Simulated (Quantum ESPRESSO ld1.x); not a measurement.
The numbers below are computed, except where a source is named.
Is Br- bound? Neutral atom [Ar] 3d10 4s2 4p5, anion [Kr]. Non-relativistic spherical Kohn-Sham, ld1.x of Quantum ESPRESSO 7.5; with spin, open shells are filled with parallel spins first. "No" means that the self-consistent cycle ended without a solution in which all occupied levels of the anion are bound.

[
 {"method": "LDA (Slater exchange, Perdew-Zunger correlation), spin-polarised", "e(HOMO) neutral (eV)": "4p down -7.714", "anion bound": "yes", "e(HOMO) anion (eV)": "4p up -0.061", "EA, Delta-SCF (eV)": "3.727", "<r> HOMO anion (bohr)": "2.33"},
 {"method": "LDA (Slater exchange, Perdew-Zunger correlation) + SIC, spin-polarised", "e(HOMO) neutral (eV)": "4p down -11.883", "anion bound": "yes", "e(HOMO) anion (eV)": "4p up -3.791", "EA, Delta-SCF (eV)": "3.805", "<r> HOMO anion (bohr)": "2.32"},
 {"method": "LDA (Slater exchange, Perdew-Wang correlation) + SIC, spin-polarised", "e(HOMO) neutral (eV)": "4p down -11.861", "anion bound": "yes", "e(HOMO) anion (eV)": "4p up -3.788", "EA, Delta-SCF (eV)": "3.817", "<r> HOMO anion (bohr)": "2.32"},
 {"method": "LDA (Slater exchange, Perdew-Zunger correlation) + Latter tail, spin-polarised", "e(HOMO) neutral (eV)": "4p down -8.832", "anion bound": "yes", "e(HOMO) anion (eV)": "4p up -1.280", "EA, Delta-SCF (eV)": "-", "<r> HOMO anion (bohr)": "2.46"},
 {"method": "PBE, spin-unpolarised", "e(HOMO) neutral (eV)": "4p -7.896", "anion bound": "no", "e(HOMO) anion (eV)": "-", "EA, Delta-SCF (eV)": "-", "<r> HOMO anion (bohr)": "-"},
 {"method": "Slater X-alpha with alpha = 1, spin-unpolarised", "e(HOMO) neutral (eV)": "4p -10.537", "anion bound": "yes", "e(HOMO) anion (eV)": "4p -1.630", "EA, Delta-SCF (eV)": "5.950", "<r> HOMO anion (bohr)": "2.14"}
]

A bound anion was found by 5 of 6 methods. Tabulated electron affinity: 3.364 eV (CRC Handbook (2014) and Andersen, Phys. Rep. 394, 157 (2004), with later updates, as tabulated in mendeleev). With the Latter tail the total energy is not variational, so no affinity is given for it.

Beside tabulated values, note that spin-unpolarised runs miss the spin-polarisation part of the exchange energy of open shells.
